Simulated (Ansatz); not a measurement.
A nudged elastic band was laid between two geometries of ClH5HfO3Si + H2 (13 atoms, charge 0, multiplicity 1).

The calculation used RKS PBE/def2-SVP (Ansatz 0.2.0).

```json
{"movable images": "7", "climbing image": "yes", "spring": "5.0 eV/Å²", "optimiser": "quadratic models (default)", "start path": "through a guess of the saddle point", "force threshold": "0.05 eV/Å", "iteration limit": "60", "end points": "relaxed"}
```

First end point:

```xyz
13
Properties=species:S:1:pos:R:3
Hf -0.339 -0.416 -0.069
O -0.882 -0.409 1.810
Si -1.266 -0.392 3.440
H -2.460 -1.271 3.695
H -0.102 -0.904 4.246
H -1.584 1.012 3.875
O 1.564 -0.682 -0.180
H 2.502 -0.900 -0.237
Cl -0.929 1.673 -1.079
O -1.279 -1.832 -0.972
H -1.625 -2.620 -1.408
H 0.800 2.711 1.243
H 1.237 2.597 1.867
```

Last end point:

```xyz
13
Properties=species:S:1:pos:R:3
Hf 0.134 0.401 -0.076
O 0.169 0.279 2.168
Si -1.227 -0.544 2.913
H -1.271 -2.040 2.802
H -0.715 -0.322 4.334
H -2.550 0.161 2.920
O 1.897 -0.332 -0.318
H 2.604 -0.968 -0.493
Cl -0.828 0.610 -2.246
O -1.481 -0.565 0.767
H -2.242 -1.029 0.380
H 0.370 2.211 0.283
H 0.780 0.704 2.798
```

Problem. What changes between the two ends?

Solution. Bonds broken: H12–H13. Bonds formed: Hf1–H12, O2–H13. ClH5HfO3Si + H2 becomes ClH7HfO3Si.

Problem. Give the energies along the band, and the barrier.

Solution. The forces met the threshold. The highest image is number 6 of 0 to 8, 29.8 kcal/mol above the first end and 2.6 kcal/mol above the last; the last end lies 27.2 kcal/mol above the first. A vibrational analysis at the climbing image gives one clearly imaginary mode, 257i cm⁻¹: a first-order saddle point. The orbitals stay closed-shell, which can raise the energy where a bond breaks towards radicals; this wasn't checked here.

| image | path coordinate (Å) | energy (kcal/mol) | H12–H13 (Å) | Hf1–H12 (Å) | O2–H13 (Å) |
| --- | --- | --- | --- | --- | --- |
| 0 | 0.00 | 0.0 | 0.77 | 3.58 | 3.68 |
| 1 | 1.07 | 0.0 | 0.77 | 3.60 | 3.78 |
| 2 | 2.14 | 0.1 | 0.77 | 3.59 | 3.79 |
| 3 | 3.21 | 0.7 | 0.77 | 3.42 | 3.11 |
| 4 | 4.28 | 3.8 | 0.77 | 3.02 | 2.38 |
| 5 | 5.35 | 10.5 | 0.79 | 2.41 | 1.94 |
| 6 | 6.42 | 29.8 | 1.22 | 1.99 | 1.10 |
| 7 | 7.87 | 28.5 | 2.08 | 1.89 | 0.98 |
| 8 | 9.32 | 27.2 | 2.96 | 1.86 | 0.97 |

Problem. What is the geometry of the highest image?

Solution. 
```xyz
13
Properties=species:S:1:pos:R:3
Hf 0.023 0.282 -0.049
O -0.022 0.126 2.188
Si -0.925 -0.535 3.473
H -0.954 -2.020 3.277
H -0.246 -0.191 4.768
H -2.320 0.022 3.473
O 1.682 -0.662 -0.305
H 2.323 -1.266 -0.704
Cl -0.151 1.608 -2.029
O -1.624 -0.736 -0.149
H -2.289 -1.240 -0.639
H 0.109 1.979 0.994
H 0.032 1.198 1.931
```

Problem. What are the harmonic wavenumbers there?

Solution. 257i, 19, 59, 67, 93, 124, 147, 162, 188, 219, 246, 260, 315, 335, 348, 546, 676, 689, 697, 716, 802, 907, 919, 963, 1074, 1163, 1461, 2049, 2181, 2188, 2204, 3857, 3868 cm⁻¹.

The run took 4.1 min on 4 threads of Intel(R) Xeon(R) 6975P-C (Granite Rapids), on a shared host, peak memory 0.25 GiB.
